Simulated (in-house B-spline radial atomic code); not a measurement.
Configurations of Ne⁴⁺, with energies counted from [He] 2s2 2p2. All numbers are computed (scalar-relativistic (X2C) BLYP, spin-polarised, spherical fractional occupations; Fermi nucleus of rms radius 3.0055 fm) with an all-electron radial atomic-structure program (B-spline basis), not measured. Shells without spins written out take the highest spin.

```
                                          configuration  E - E(ref) (eV)  highest orbital  its <r> (bohr)
                                           [He] 2s1 2p3           11.728            2p up          0.7018
                                       [He] 2s2 2p1 3s1           74.269            3s up           1.967
                                       [He] 2s2 2p1 3p1           79.746            3p up           2.002
                                       [He] 2s1 2p2 3d1           98.208            3d up           1.879
[He] 2s(1 up, 0 down) 2p(1 up, 1 down) 3d(0 up, 1 down)           107.13          3d down           1.936
```

(1) Order these further configurations by energy, lowest first.
A. [He] 2s(0 up, 1 down) 2p(0 up, 2 down) 3s(1 up, 0 down)
B. [He] 2s2 2p1 3d1
C. [He] 2s2 2p(1 up, 0 down) 3s(0 up, 1 down)
D. [He] 2s1 2p2 3s1
E. [He] 2s1 2p2 3p1

(2) How far above the reference does [He] 2s(0 up, 1 down) 2p(2 up, 0 down) 3p(0 up, 1 down) lie?

Answers

(1) C (74.726 eV), B (86.218 eV), D (86.418 eV), A (87.24 eV), E (91.952 eV).

(2) 100.42 eV; its least bound orbital is 3p down with <r> = 2.035 bohr.
